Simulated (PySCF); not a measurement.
**Electron correlation in Ar²⁺ (argon, charge +2)**

[Ne] 3s2 3p4, high-spin 3P determinant. All numbers are calculated (PySCF 2.14, scalar relativity by spin-free X2C-1e, in aug-cc-pVDZ-DK (5s4p2d, 27 functions)). Frozen: [Ne]; 6 electrons correlated.

MP2 pair energies summed by pair of shells (mhartree):

```
 pair  energy  share (%)
3p-3p  -45.68       49.8
3s-3p  -39.11       42.7
3s-3s   -6.89        7.5
```

Total MP2 correlation energy: -91.68 mhartree.

Same-spin part -22.32 and opposite-spin part -69.35 mhartree; SCS-MP2 scales them by 1/3 and 6/5 to -90.67 mhartree.

```
  level  correlation energy (mhartree)
   CCSD                        -111.02
    (T)                          -1.22
CCSD(T)                        -112.24
```

Diagnostics: T1 = 0.0061, D1 = 0.0205, largest double amplitude 0.043.

Cost of the coupled-cluster step: 0.28 s of wall time on 1 thread of Neoverse-N1 (shared host), for 6 correlated electrons.

Iterations:

```
CC2 = 0
CCSD nocc = (np.int64(4), np.int64(2)), nmo = (22, 22)
frozen orbitals [[0, 1, 2, 3, 4], [0, 1, 2, 3, 4]]
max_cycle = 100
direct = 0
conv_tol = 1e-08
conv_tol_normt = 1e-06
diis_space = 8
diis_start_cycle = 0
Init t2, MP2 energy = -0.0916767811676276
Init E_corr(UCCSD) = -0.0916767811810131
cycle = 1  E_corr(UCCSD) = -0.106661157453823  dE = -0.0149843763  norm(t1,t2) = 0.0337351
cycle = 2  E_corr(UCCSD) = -0.109728177348892  dE = -0.0030670199  norm(t1,t2) = 0.0105798
cycle = 3  E_corr(UCCSD) = -0.11104467646277  dE = -0.00131649911  norm(t1,t2) = 0.00395937
cycle = 4  E_corr(UCCSD) = -0.111017439147941  dE = 2.72373148e-05  norm(t1,t2) = 0.000382087
cycle = 5  E_corr(UCCSD) = -0.111021604532  dE = -4.16538406e-06  norm(t1,t2) = 7.08724e-05
cycle = 6  E_corr(UCCSD) = -0.111021195350992  dE = 4.09181008e-07  norm(t1,t2) = 1.20012e-05
cycle = 7  E_corr(UCCSD) = -0.111021294438963  dE = -9.90879705e-08  norm(t1,t2) = 2.36207e-06
cycle = 8  E_corr(UCCSD) = -0.111021276955199  dE = 1.74837643e-08  norm(t1,t2) = 4.8073e-07
cycle = 9  E_corr(UCCSD) = -0.111021272206251  dE = 4.7489475e-09  norm(t1,t2) = 9.23643e-08
UCCSD converged
E(UCCSD) = -527.2096764319929  E_corr = -0.111021272206251
UCCSD(T) correction = -0.00122109576182945
```
